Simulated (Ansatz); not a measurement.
`C[B](C)[InH2]` + `N=C=O` → `CB(C)N=C=O` + `[InH3]`  (cleavage of the B–In bond)

Program: Ansatz. Geometries: PBE0-D4/def2-TZVP. ΔE: electronic, gas phase. CCSD(T)/CBS adds triple-zeta CCSD(T) − MP2 to the extrapolated MP2 energy (def2 sets, frozen cores). This one scheme is used for every species. Functionals use def2-TZVPP. B3LYP here is the variant with VWN-RPA as its local correlation; programs differ in this. HSE06 is defined as in plane-wave codes. def2 core potentials past Kr. For In outer-core shells are correlated without core-valence functions, which leaves a few kJ/mol of doubt a bond. One conformer a species, not always the lowest.

`C[B](C)[InH2]`:

Cartesian coordinates in Å:
```
C -0.149 0.623 1.480
B 0.016 0.089 0.020
C 0.444 1.087 -1.105
In -0.362 -2.093 -0.459
H -0.866 0.099 2.115
H 0.839 0.457 1.943
H -0.332 1.701 1.536
H 0.998 0.668 -1.947
H -0.509 1.452 -1.523
H 0.968 1.974 -0.730
H -1.881 -2.711 -1.043
H 0.833 -3.346 -0.286
```

`N=C=O`:

Cartesian coordinates in Å:
```
N -0.177 -0.738 -0.101
C -0.019 0.392 0.296
O 0.067 1.436 0.795
H 0.128 -1.090 -0.991
```

`CB(C)N=C=O`:

```xyz
12

C     0.527    1.375   -0.792
B     0.041    0.076   -0.072
C    -0.297    0.039    1.457
N    -0.097   -1.117   -0.849
C    -0.368   -2.263   -1.049
O    -0.610   -3.370   -1.320
H    -0.366    1.904   -1.154
H     1.150    1.182   -1.667
H     1.039    2.069   -0.121
H     0.644   -0.127    1.999
H    -0.685    0.995    1.820
H    -0.977   -0.763    1.748
```

`[InH3]`:

Z-matrix (Å, degrees):
```
In
H 1 1.724
H 1 1.724 2 120.0
H 1 1.724 2 120.0 3 -180.0
```

```tsv
level	ΔE (kJ/mol)	difference from CCSD(T)/CBS
LDA (SPW92)	-132.9	-7.2
PBE-D4	-124.3	1.4
revPBE-D4	-124.7	1.0
BLYP-D4	-131.0	-5.3
r2SCAN-D4	-133.6	-7.9
B97M-V	-147.3	-21.6
B3LYP-D4	-136.1	-10.4
r2SCANh-D4	-135.0	-9.3
r2SCAN0-D4	-137.1	-11.4
HSE06-D4	-130.5	-4.8
BHLYP-D4	-142.7	-17.0
CAM-B3LYP-D4	-142.7	-17.0
ωB97M-V	-135.4	-9.7
B2PLYP	-136.0	-10.3
PBE-QIDH	-134.1	-8.4
PBE	-124.8	0.9
revPBE	-122.3	3.4
BLYP	-131.8	-6.1
r2SCAN	-133.4	-7.7
PBE0	-131.1	-5.4
B3LYP	-137.4	-11.7
r2SCANh	-134.9	-9.2
HSE06	-131.1	-5.4
BHLYP	-146.2	-20.5
CAM-B3LYP	-143.5	-17.8
LC-ωPBE	-136.0	-10.3
RPA@PBE/def2-TZVPP	-124.3	1.4
HF/def2-SVP	-168.9	-43.2
CCSD/def2-SVP	-151.0	-25.3
CCSD(T)/def2-SVP	-150.0	-24.3
HF/def2-TZVPP	-155.9	-30.2
MP2/def2-TZVPP	-130.4	-4.7
SCS-MP2/def2-TZVPP	-133.0	-7.3
CCSD/def2-TZVPP	-131.3	-5.6
HF/def2-QZVPP	-155.8	-30.1
MP2/def2-QZVPP	-128.3	-2.6
SCS-MP2/def2-QZVPP	-131.2	-5.5
HF/CBS(def2)	-155.8	-30.1
MP2/CBS(def2)	-126.9	-1.2
CCSD/CBS(def2)	-127.8	-2.1
CCSD(T)/CBS	-125.7	0
```

Largest T1 diagnostic among the species: 0.018.

From BLYP to BHLYP (50 % exact exchange), in def2-TZVPP and without D4, ΔE moves by −14.4 kJ/mol. At CCSD(T), def2-SVP lies −24.3 kJ/mol from the extrapolated value and def2-TZVPP −3.5 kJ/mol. Leaving LDA and LC-ωPBE aside and taking each functional with its dispersion term where it has one, the values spread over 23.1 kJ/mol, from B97M-V to PBE-D4. LDA lies −8.1 kJ/mol from PBE without D4.

CCSD(T)/CBS has its own doubt, a few kJ/mol and more with outer-core shells, so smaller differences from it don't rank the levels.
